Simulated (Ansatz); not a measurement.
```xyz
2

P     0.0000    0.0000   -0.8699
P     0.0000    0.0000    0.8699
```

Basis set: def2-TZVP (spherical functions). Left uncorrelated: 10 orbitals. Charge 0, multiplicity 1.

Computed with Ansatz (development build ahead of 0.2.0); each method stands on the lowest determinant of its kind that the runs found. Restricted open shells among the atoms or ions are ROHF, correlated in semicanonical orbitals with singles.

The atomization energy at this shape (free ground-state atoms in the same class of orbitals less the molecule, no zero-point energy) of singlet P2:

```csv
method,atomization energy
RHF-MP2,92.45 kcal/mol
```

(1) What does RHF give?

## Answers

(1) 30.92 kcal/mol. Caution: the shape is not the minimum.
